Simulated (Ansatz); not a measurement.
Cd3. The state is a triplet with charge 0. Geometry PBE/def2-TZVP.

```xyz
3

Cd    2.124   -0.409   -1.723
Cd   -2.123    0.401    1.727
Cd   -0.002    0.008   -0.004
```

In the def2 sets Cd takes a core potential, while STO-3G treats all electrons; there is no spin–orbit coupling. B3LYP takes the VWN-RPA correlation. At HF/STO-3G the highest occupied level of the charge 0 triplet lies above zero (up to 0.27 eV). In Hartree–Fock with STO-3G the lack of diffuse functions raises the level. At LDA (SPW92)/def2-TZVP, PBE/def2-TZVP the gap within one spin of the charge 0 triplet nearly closes, so an electron or hole may be smeared out by delocalisation error. At PBE0/def2-TZVP a singlet of charge 0 lies 2.10 eV below the triplet, each at its own geometry. The structure comes from a short search, and lower isomers may exist.

(1) Estimate the α-spin orbital energies around the gap (eV) in Ansatz with HF/STO-3G, LDA (SPW92)/def2-TZVP, PBE/def2-TZVP, B3LYP/def2-TZVP, r2SCAN0/def2-TZVP.

Results:

(1) 
```json
{"orbital": "HOMO−5", "HF/STO-3G": "-7.46", "LDA (SPW92)/def2-TZVP": "-12.20", "PBE/def2-TZVP": "-12.02", "B3LYP/def2-TZVP": "-13.78", "r2SCAN0/def2-TZVP": "-14.48"}
{"orbital": "HOMO−4", "HF/STO-3G": "-7.46", "LDA (SPW92)/def2-TZVP": "-12.05", "PBE/def2-TZVP": "-11.87", "B3LYP/def2-TZVP": "-13.61", "r2SCAN0/def2-TZVP": "-14.31"}
{"orbital": "HOMO−3", "HF/STO-3G": "-5.67", "LDA (SPW92)/def2-TZVP": "-8.18", "PBE/def2-TZVP": "-7.87", "B3LYP/def2-TZVP": "-8.70", "r2SCAN0/def2-TZVP": "-9.09"}
{"orbital": "HOMO−2", "HF/STO-3G": "-4.68", "LDA (SPW92)/def2-TZVP": "-7.08", "PBE/def2-TZVP": "-6.76", "B3LYP/def2-TZVP": "-7.42", "r2SCAN0/def2-TZVP": "-7.75"}
{"orbital": "HOMO−1", "HF/STO-3G": "-2.29", "LDA (SPW92)/def2-TZVP": "-5.04", "PBE/def2-TZVP": "-4.77", "B3LYP/def2-TZVP": "-5.23", "r2SCAN0/def2-TZVP": "-5.53"}
{"orbital": "HOMO", "HF/STO-3G": "0.27", "LDA (SPW92)/def2-TZVP": "-2.77", "PBE/def2-TZVP": "-2.63", "B3LYP/def2-TZVP": "-2.99", "r2SCAN0/def2-TZVP": "-3.33"}
{"orbital": "LUMO", "HF/STO-3G": "7.92", "LDA (SPW92)/def2-TZVP": "-2.75", "PBE/def2-TZVP": "-2.51", "B3LYP/def2-TZVP": "-2.04", "r2SCAN0/def2-TZVP": "-1.90"}
{"orbital": "LUMO+1", "HF/STO-3G": "7.92", "LDA (SPW92)/def2-TZVP": "-2.57", "PBE/def2-TZVP": "-2.36", "B3LYP/def2-TZVP": "-1.94", "r2SCAN0/def2-TZVP": "-1.84"}
{"orbital": "LUMO+2", "HF/STO-3G": "9.69", "LDA (SPW92)/def2-TZVP": "-1.70", "PBE/def2-TZVP": "-1.54", "B3LYP/def2-TZVP": "-1.18", "r2SCAN0/def2-TZVP": "-1.09"}
{"orbital": "LUMO+3", "HF/STO-3G": "9.69", "LDA (SPW92)/def2-TZVP": "-1.68", "PBE/def2-TZVP": "-1.47", "B3LYP/def2-TZVP": "-1.01", "r2SCAN0/def2-TZVP": "-0.72"}
{"orbital": "LUMO+4", "HF/STO-3G": "11.85", "LDA (SPW92)/def2-TZVP": "-0.11", "PBE/def2-TZVP": "0.02", "B3LYP/def2-TZVP": "0.48", "r2SCAN0/def2-TZVP": "0.71"}
{"orbital": "LUMO+5", "HF/STO-3G": "11.85", "LDA (SPW92)/def2-TZVP": "-0.09", "PBE/def2-TZVP": "0.09", "B3LYP/def2-TZVP": "0.58", "r2SCAN0/def2-TZVP": "0.96"}
{"orbital": "β HOMO", "HF/STO-3G": "-2.65", "LDA (SPW92)/def2-TZVP": "-6.75", "PBE/def2-TZVP": "-6.38", "B3LYP/def2-TZVP": "-6.94", "r2SCAN0/def2-TZVP": "-7.11"}
{"orbital": "β LUMO", "HF/STO-3G": "6.76", "LDA (SPW92)/def2-TZVP": "-4.56", "PBE/def2-TZVP": "-4.16", "B3LYP/def2-TZVP": "-3.76", "r2SCAN0/def2-TZVP": "-3.13"}
```
